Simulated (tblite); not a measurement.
C3H7B2F3.
Structure used (GFN2-xTB), in Å, numbered top down from 1:
```
atom  x, y, z in Å
B1    -0.8307    1.4817    0.2092
C2    -0.5497   -0.0577    0.3847
B3    -1.9622   -0.7306    0.2383
C4     0.5296   -0.6301   -0.5467
C5     1.8993   -0.1030   -0.1762
F6     2.0060    1.2308   -0.2733
F7     2.8674   -0.6137   -0.9591
F8     2.2399   -0.4143    1.0875
H9    -0.6243    2.0016   -0.8157
H10   -1.2870    2.0895    1.0943
H11   -0.2440   -0.2208    1.4236
H12   -2.7797   -0.5311    1.0463
H13   -2.1963   -1.4188   -0.6761
H14    0.5867   -1.7188   -0.4737
H15    0.3406   -0.3566   -1.5850
```

All values are computed: GFN2-xTB (tblite) harmonic vibrations without scaling, gas phase. The method is semi-empirical: single wavenumbers can be off by several per cent or more. Modes of hydrogen on boron can be 10 to 20 % off. One conformer, not necessarily the lowest.

Harmonic wavenumbers (cm⁻¹): 44.4, 87.3, 136.8, 197.8, 251.1, 274.5, 287.0, 330.5, 375.6, 408.8, 475.1, 494.0, 594.2, 754.4, 788.1, 803.8, 823.2, 840.4, 861.6, 928.0, 983.3, 1000.2, 1043.0, 1066.3, 1115.7, 1177.9, 1188.7, 1193.0, 1196.8, 1273.9, 1322.5, 1444.1, 2653.2, 2658.7, 2695.7, 2701.4, 2930.1, 2982.8, 3011.3.

A = 3626, B = 1327, C = 1212 MHz; mass 122.069 u (most abundant isotopes); point group C1, symmetry number 1.

Question: What is the zero-point energy?

Answer: Half the sum of the wavenumbers: 21698 cm⁻¹ = 62.04 kcal/mol.

Question: What is S at 400 K and 1 bar for an ideal gas of classical rigid rotors and harmonic oscillators?

Answer: Translation 41.80, rotation 29.28, vibration 35.14: S = 106.2 cal/(mol K).

Question: And Cp and H(400 K) − H(0)?

Answer: Cp = 44.60 cal/(mol K), of which vibrations give 36.65 (their classical limit is 39 R = 77.5); H(400 K) − H(0) = 10.66 kcal/mol without the zero-point energy, 7.48 from vibrations.

Question: What must be added to the electronic energy to get the Gibbs energy at 400 K and 1 bar?

Answer: ZPE + [H(400 K) − H(0)] − T·S = 62.04 + 10.66 − 42.49 = 30.21 kcal/mol.

Question: How do the functions run with temperature in this model?

Answer: 
```csv
T (K),S (cal/(mol K)),Cp (cal/(mol K)),H − H(0) (kcal/mol),G − H(0) (kcal/mol),ln q(vib)
100,66.9,17.1,1.20,-5.48,1.38
200,81.8,27.0,3.42,-12.95,3.59
300,94.6,36.4,6.59,-21.78,5.92
500,116.9,51.1,15.46,-43.00,10.61
800,144.0,63.6,32.87,-82.29,17.23
1000,158.7,68.7,46.14,-112.60,21.23
```

q(vib) and H(0) count from the zero-point level.

Hindered rotation and anharmonicity are outside this model. Other conformers, if any are populated, would add a mixing term that is left out. The structure is chiral; the term R ln 2 for an equal mix with its mirror image is left out.

On an Arm Neoverse N1 with one thread, on a shared host, this took 0.6 s wall. The figure is for the frequency step alone.
